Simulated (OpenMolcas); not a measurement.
# 4s2 4p2 along the 32-electron sequence

```
Program             : OpenMolcas 26.06
Method              : RASSCF
Basis               : ANO-RCC-VQZP
Scalar Hamiltonian  : DKH2, point nucleus
Spin-orbit coupling : state interaction with AMFI integrals over the reference wave functions, term energies averaged over their components
```

Active space for each ion: 2 electrons in 9 orbitals (RAS2 4p; RAS3 4d 5s, at most 1 electron).

Computed levels in cm-1 above 3P0:

| Level | Ge | As+ | Se2+ | Br3+ | Kr4+ |
| --- | --- | --- | --- | --- | --- |
| 3P1 | 465 | 886 | 1452 | 2197 | 3166 |
| 3P2 | 1240 | 2253 | 3523 | 5083 | 6966 |
| 1D2 | 9382 | 12470 | 15439 | 18534 | 21909 |
| 1S0 | 21814 | 28375 | 34246 | 39902 | 45602 |
| weight of 3P in the lowest level (%) | 100 | 99 | 99 | 99 | 98 |

Measured, with the error of the calculation in %. Measured levels: Ge, As+ from NIST Handbook of Basic Atomic Spectroscopic Data; Se2+ from Moore, Atomic Energy Levels, vol. II, NSRDS-NBS 35 (1971 reprint of NBS Circular 467, 1952); Kr4+ from Saloman, J. Phys. Chem. Ref. Data 36, 215 (2007).

```json
{"Level": "3P1", "Ge": "557 (-16.5)", "As+": "1063 (-16.7)", "Se2+": "1741 (-16.6)", "Kr4+": "3743 (-15.4)"}
{"Level": "3P2", "Ge": "1410 (-12.0)", "As+": "2541 (-11.3)", "Se2+": "3937 (-10.5)", "Kr4+": "7595 (-8.3)"}
{"Level": "1D2", "Ge": "7125 (+31.7)", "As+": "10096 (+23.5)", "Se2+": "13032 (+18.5)", "Kr4+": "19723 (+11.1)"}
{"Level": "1S0", "Ge": "16367 (+33.3)", "As+": "22599 (+25.6)", "Se2+": "", "Kr4+": "39204 (+16.3)"}
```

The fine-structure level 3P2 changes by a factor of 5.62 from Ge to Kr4+. Its fourth root runs 5.93, 6.89, 7.70, 8.44, 9.14, with steps per unit of Z of 0.96, 0.81, 0.74, 0.69; equal steps would mean a (Z - σ)^4 law with constant σ.

1D2 changes by a factor of 2.34 over the same range, with steps per unit of Z of +3090, +2970, +3100, +3380 cm-1.

With the s shell closed, the reference lacks s² → p² mixing. Without dynamic correlation excited terms often stand tens of per cent too high (terms of higher spin than the ground term too low), and those without a measured partner can miss by more than the paired ones (holds for Ge; As+). No level of 4s2 4p 4d was computed, though it lies in the active space (holds for Ge). Measured partners are found by configuration, term and J. A level has none where our copy of the source lacks it or the pairing is in doubt (some pairs that miss far off the trend of their configuration count as doubtful), and it then counts in no deviation. Where the source uses jj or jK labels, the order within each J decides. Levels of configurations outside the active space are missing.
